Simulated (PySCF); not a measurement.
Species: `N#CSc1cccs1`. The columns A, B, C and D hold Mulliken, IAO, Hirshfeld and ESP-fitted charges (e) of one PBE0/pcSseg-1 density (PySCF), in a shuffled order. Coordinates in Å (GFN2-xTB); the density's dipole moment is (-3.39, -0.94, 0.10) D.

```csv
atom,x,y,z,A,B,C,D
N1,3.577,0.619,0.354,-0.240,-0.198,-0.221,-0.405
C2,2.854,-0.214,0.663,-0.007,+0.045,-0.037,+0.321
S3,1.817,-1.451,1.125,+0.369,+0.128,+0.335,+0.061
C4,0.289,-0.706,0.634,-0.553,-0.052,-0.282,-0.182
C5,0.062,0.509,0.064,+0.039,-0.075,-0.191,-0.100
C6,-1.313,0.727,-0.173,-0.035,-0.063,-0.170,-0.137
C7,-2.092,-0.312,0.217,-0.263,-0.078,-0.315,-0.337
S8,-1.173,-1.600,0.891,+0.330,+0.113,+0.348,+0.173
H9,0.837,1.214,-0.177,+0.119,+0.056,+0.179,+0.185
H10,-1.696,1.627,-0.618,+0.105,+0.064,+0.173,+0.173
H11,-3.157,-0.410,0.154,+0.136,+0.061,+0.181,+0.247
```

Which column most likely holds the ESP-fitted charges?

D. Σ q r misses the density's dipole by 0.05 D (D), 1.36 D (B), 1.53 D (A), 2.55 D (C). Charges fitted to the outside potential are the only set here that is tied to the molecule's multipoles.

And the Hirshfeld charges?

B. The mean sizes are 0.085 e (B), 0.200 e (A), 0.211 e (D), 0.221 e (C), and Hirshfeld charges are commonly the smallest of these schemes.

As computed, A = Mulliken, B = Hirshfeld, C = IAO, D = ESP-fitted. Hydrogens on carbon: Mulliken +0.11 to +0.14, Hirshfeld +0.06 to +0.06, IAO +0.17 to +0.18, ESP-fitted +0.17 to +0.25 e.

The ESP scheme fits charges at the nuclei, held to the total charge, to the electrostatic potential on points at 1.4 to 2.0 times the van der Waals radii. The Hirshfeld scheme divides the density at each point in proportion to the densities of the neutral, spherically averaged free atoms.

The structure is a single GFN2-xTB conformer in the gas phase; no vibrational or solvent corrections.

The values belong to the conformer `[N:1]#[C:2][S:3][c:4]1[cH:5][cH:6][cH:7][s:8]1`: C2–S3–C4–C5 0°.
